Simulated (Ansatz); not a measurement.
Ansatz (a first-principles code) input (wB97X-V/def2-TZVPD):

Ansatz 0.2 input:
```yaml
crystal:
  periodic: [false, false, false]
  atoms:
    - {symbol: O, position_ang: [1.11431114, 1.53848357, -0.36773144]}
    - {symbol: B, position_ang: [0.83003534, 0.27962037, -0.05095540]}
    - {symbol: O, position_ang: [2.12634756, -0.45790689, 0.17165325]}
    - {symbol: O, position_ang: [-0.21675793, -0.48428070, 0.11914488]}
    - {symbol: Si, position_ang: [-1.92313887, -0.41022931, 0.05690520]}
    - {symbol: H, position_ang: [0.39590211, 2.15718084, -0.54513437]}
    - {symbol: H, position_ang: [2.99220867, -0.02467240, 0.08207168]}
    - {symbol: H, position_ang: [2.14977359, -1.39801663, 0.41418452]}
    - {symbol: H, position_ang: [-2.25414550, 0.98038463, -0.30934768]}
    - {symbol: H, position_ang: [-2.38071888, -0.76366328, 1.40650647]}
    - {symbol: H, position_ang: [-2.32045872, -1.37647238, -0.97470998]}
basis:
  gaussian:
    orbitals: def2-TZVPD
hamiltonian:
  xc: {name: wB97X-V}
total_charge: 1
output: {forces: true}
```

End of the output:

```
the calculation of the forces begins
reference -14789.78925327 eV, -543.5147301783 hartree; 24, 24 occupied and 230, 230 virtual orbitals, 1307 factors
Total energy: -14789.78925327 eV, -543.5147301783 hartree
Atom 0 at     1.114311     1.538484    -0.367731 Å, force     0.046926     0.171834    -0.043034 eV/Å
Atom 1 at     0.830035     0.279620    -0.050955 Å, force     0.071675    -0.026469     0.008626 eV/Å
Atom 2 at     2.126348    -0.457907     0.171653 Å, force     0.030861    -0.009801     0.003303 eV/Å
Atom 3 at    -0.216758    -0.484281     0.119145 Å, force    -0.129369    -0.130023     0.030188 eV/Å
Atom 4 at    -1.923139    -0.410229     0.056905 Å, force     0.050680    -0.006115     0.002856 eV/Å
Atom 5 at     0.395902     2.157181    -0.545134 Å, force     0.001570    -0.021568     0.005590 eV/Å
Atom 6 at     2.992209    -0.024672     0.082072 Å, force    -0.029744    -0.019348     0.004226 eV/Å
Atom 7 at     2.149774    -1.398017     0.414185 Å, force     0.004918     0.025370    -0.006405 eV/Å
Atom 8 at    -2.254145     0.980385    -0.309348 Å, force    -0.011396     0.060777    -0.015929 eV/Å
Atom 9 at    -2.380719    -0.763663     1.406506 Å, force    -0.019184    -0.010909     0.049662 eV/Å
Atom 10 at    -2.320459    -1.376472    -0.974710 Å, force    -0.016938    -0.033748    -0.039084 eV/Å
Dipole moment:     0.984172    -0.161932     0.066579 e Å
```

It need not be the lowest isomer of its formula.
